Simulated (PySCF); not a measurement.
Gas-phase reaction: 2 SnHF3 + 3 H2 = 2 SnH4 + 6 F

Method: PySCF energies (xtb for GFN2) plus ideal-gas RRHO corrections (1 bar). † marks an energy on the PBE0/def2-TZVP geometry and frequencies; other levels use their own. MP2 and CCSD(T) freeze the core. Open shells (unrestricted): F (multiplicity 2, electronic degeneracy 6); the rest are closed-shell singlets. GFN2 has no spin-polarisation term. Spin-orbit splitting is ignored; it lowers the true energy and changes the entropy of F. B3LYP is the form with VWN-RPA correlation. Sn: scalar-relativistic def2 core potential, no spin-orbit coupling. SnHF3: computed as isolated molecules; such fragments, hydroxides, amides, oligomers or adducts are transient or little studied in the gas. MP2 isn't extrapolated to the basis-set limit; its ΔH°(298 K) is 2290.7 kJ in def2-SVP and 2448.2 kJ in def2-TZVPP. CCSD(T) isn't extrapolated to the basis-set limit; its ΔH°(298 K) is 2098.4 kJ in def2-SVP and 2257.6 kJ in def2-TZVPP. The harmonic model lacks anharmonicity and excited electronic states, which grow with temperature; levels with a mode under 35 cm⁻¹ are left out.

| level | ΔE electronic, kJ | ΔH°(298 K), kJ | ΔS°(298 K), J/K | ΔG°(1600 K), kJ |
|---|---|---|---|---|
| B3LYP/def2-TZVP† | 2309 | 2300 | 404 | 1662 |
| CCSD(T)/def2-SVP† | 2108 | 2098 | 404 | 1461 |
| GFN2-xTB | 1933 | 1946 | 352 | 1407 |
| MP2/def2-TZVPP† | 2458 | 2448 | 404 | 1810 |
| PBE/def2-TZVP† | 2440 | 2431 | 404 | 1793 |
| PBE0/def2-QZVP† | 2292 | 2282 | 404 | 1645 |
| PBE0/def2-SVP† | 2158 | 2148 | 404 | 1511 |
| PBE0/def2-TZVP | 2268 | 2258 | 404 | 1621 |
| r2SCAN/def2-TZVP† | 2360 | 2351 | 404 | 1713 |
| ωB97X-V/def2-TZVP† | 2335 | 2326 | 404 | 1688 |
ΔH° is lowest at GFN2-xTB and highest at MP2/def2-TZVPP†. No reference value is set beside these.
